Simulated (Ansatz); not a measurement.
Geometry optimisation, Ansatz, RKS B3LYP/def2-SVP.

Input file:

```yaml
crystal:
  periodic: [false, false, false]
  atoms:
    - { symbol: Ge, position_ang: [0.0, 0.0, 0.0] }
    - { symbol: F, position_ang: [0.0, 0.0, 2.03] }
    - { symbol: O, position_ang: [1.6691, 0.0, -0.5894] }
    - { symbol: H, position_ang: [1.9855, -0.9521, -0.7061] }
    - { symbol: O, position_ang: [-0.8337, 1.4443, -0.5894] }
    - { symbol: H, position_ang: [-1.7915, 1.2136, -0.8118] }
    - { symbol: O, position_ang: [-0.8337, -1.4443, -0.5894] }
    - { symbol: H, position_ang: [-1.2883, -1.91, 0.183] }
    - { symbol: Cl, position_ang: [1.3216, 1.9931, 0.7946] }
    - { symbol: H, position_ang: [0.663, 0.9998, 1.915] }
basis:
  gaussian: { orbitals: def2-SVP }
hamiltonian:
  xc: b3lyp
relax:
  f_tol: 0.15
  max_steps: 25
  restrain:
    - { distance: [0, 8], at: 2.22, k: 30.0 }
    - { distance: [9, 1], at: 0.92, k: 30.0 }
    - { distance: [0, 1], at: 2.88, k: 30.0 }
    - { distance: [9, 8], at: 2.57, k: 30.0 }
```

Command:

```bash
$ ansatz run input.yaml --threads 4 --pin off --max-ram 5120MiB --backend cpu --events-out ev --progress --plain --runs-dir out
```

Q: Where does it end, and by what steps?

A: It converged. The restraints hold the end off the free minimum. After 19 steps the energy has fallen by 2.497 eV (the restraints' own energy left out); H8 moved furthest, 1.56 Å. Parted: Ge1–F2 (2.03 → 2.89 Å). Joined: F2–H10 (1.21 → 0.93 Å).

```tsv
step	energy less start (eV)	largest force component (eV/Å)	accepted
0	0.0000	3.944	yes
1	0.1681	2.967	yes
2	0.2548	2.105	yes
3	-0.2930	1.549	yes
4	-1.0893	0.731	yes
5	-1.4446	0.853	yes
6	-1.7389	0.656	yes
7	-1.9521	0.501	yes
8	-2.0861	0.510	yes
9	-2.1421	0.484	yes
10	-2.2071	0.651	yes
11	-2.2729	0.801	yes
12	-2.3313	0.952	yes
13	-2.4245	0.443	yes
14	-2.4670	0.358	yes
15	-2.4852	0.444	yes
16	-2.4917	0.300	yes
17	-2.4962	0.300	yes
18	-2.4466	1.820	no
19	-2.4970	0.290	yes
```

```xyz
10
Properties=species:S:1:pos:R:3
Ge 0.333 0.180 -0.263
F -0.977 0.205 2.311
O 1.120 -0.034 -1.825
H 1.686 -0.818 -1.851
O -1.111 1.137 -0.564
H -1.238 1.247 -1.518
O 0.103 -1.423 0.418
H -0.335 -1.337 1.280
Cl 1.644 1.373 1.057
H -0.333 0.814 2.591
```

Time of the run: 52 s on 4 threads of Arm Neoverse V1, on a shared host, peak memory 0.35 GiB.
